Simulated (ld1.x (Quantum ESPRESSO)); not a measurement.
# Which setting gave this result? (As, PAW)

Base potential:

```
Element                 : As (Z = 33)
Generator               : ld1.x (Quantum ESPRESSO) 7.5
Type                    : PAW
Functional              : PBE
Relativity              : scalar-relativistic
Frozen core             : [Ar]
Valence charge          : 15
Reference configuration : 3d10 4s2 4p3
Partial waves           : 4s (bound): rcut 1.30, rcutus 1.55 bohr; 4s channel at -0.1 Ry: rcut 1.30, rcutus 1.55 bohr; 4p (bound): rcut 1.90, rcutus 2.45 bohr; 4p channel at 0.05 Ry: rcut 1.90, rcutus 2.45 bohr; 3d (bound): rcut 1.00, rcutus 1.10 bohr; 3d channel at -0.95 Ry: rcut 1.00, rcutus 1.10 bohr
Local potential         : all-electron potential smoothed inside 1.55 bohr (lloc = -1)
Core correction         : a·sin(br)/r model core, default radius (ld1.x builds one for every PAW set, though the input has nlcc=.false.)
Augmentation charge     : BESSEL, radius 0.95 bohr
```

Cutoffs, loose and tight: the cutoffs (Ry, on a coarse ladder) from which the occupation-weighted sum of valence levels, in a spherical-Bessel basis at the reference potential, stays within 10 and 1 mRy of its value at 400 Ry. They do not see the model core or the augmentation charge, which bear on the density cutoff. Test errors are all-electron minus pseudo excitation energies from the reference, over the configurations 3d10 4s2 4p2; 3d10 4s2 4p1; 3d10 4s2 4p0; 3d10 4s1 4p3; 3d9 4s2 4p4; 3d10 4s2 4p2.5; 3d10 4s2 4p3.3; variants that change the core or the reference have their own tests.

Only the d radius is moved (1 further runs of the sweep failed or gave no value and are left out):

| d radius (bohr) | cutoff, loose | cutoff, tight | bound ghosts | largest test error (meV) |
| --- | --- | --- | --- | --- |
| 0.88 | 200 Ry | over 300 Ry | none | -151 |
| 1.04 | 160 Ry | 260 Ry | none | -121 |
| 1.34 | 70 Ry | 120 Ry | none | +5.2 over the solved tests; test run stopped at test 5 of 7 (negative rho) |
| 1.48 | 50 Ry | 90 Ry | none | -1.3 over the solved tests; test run stopped at test 3 of 7 (negative rho) |
| 1.66 | 40 Ry | 70 Ry | none | -1.7 over the solved tests; test run stopped at test 3 of 7 (negative rho) |

**Question.** One more run gave cutoff, loose: 100 Ry; cutoff, tight: 160 Ry; bound ghosts: none; largest test error (meV): -132. Which value of the d radius was used?

**Answer.** 1.22 bohr. The loose cutoff moves one way along this sweep, from 200 Ry at 0.88 to 40 Ry at 1.66 bohr, which places the run between 1.04 and 1.34 bohr.
